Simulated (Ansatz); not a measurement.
`[SiH3]B1B[SiH2]1` → `B1B[SiH2]1` + `[SiH2]` at 298.15 K and 1 bar (silylene loss).

Calculated with Ansatz (gas phase, PBE0-D4/def2-TZVP geometries, no zero-point term in ΔE). CCSD(T)/CBS is the MP2 limit (def2-TZVPP, def2-QZVPP) plus CCSD(T) − MP2 in def2-TZVPP, frozen cores. This one scheme is used for every species.

```csv
species,CCSD(T)/CBS energy (Eh),H − E (kJ/mol),S (J/(mol·K))
`[SiH3]B1B[SiH2]1`,-631.26067,170.4,346.5
`B1B[SiH2]1`,-340.97257,118.0,282.2
`[SiH2]`,-290.19011,40.6,207.5
```

H − E and S are ideal-gas, rigid-rotor, harmonic terms from PBE0-D4/def2-TZVP. 1 Eh = 2625.50 kJ/mol, R = 8.31446 J/(mol·K).

**Question.** By hand: ΔE, ΔH, ΔS and ΔG.

**Answer.** ΔE = (-340.97257) + (-290.19011) − (-631.26067) = 0.09799 Eh = 257.3 kJ/mol. Δ(H − E) = 118.0 + 40.6 − 170.4 = -11.8, so ΔH = 245.5 kJ/mol. ΔS = 282.2 + 207.5 − 346.5 = 143.2 J/(mol·K). ΔG = 245.5 − 298.15 × (143.2)/1000 = 202.8 kJ/mol.

**Question.** By hand: the equilibrium constant, and the temperature at which ΔG would vanish if ΔH and ΔS stayed fixed.

**Answer.** log₁₀ K = −ΔG/(RT ln 10) = -35.5. ΔG = 0 at ΔH/ΔS = 1714 K.

The number of gas molecules changes by +1, which sets the sign of ΔS. A doubt of 5 kJ/mol in ΔE shifts log₁₀ K by 0.9 here. These are equilibria of isolated gas molecules and say nothing of rates. Largest T1 diagnostic: 0.015 (customary marks: 0.02 for closed shells, 0.045 for open ones).
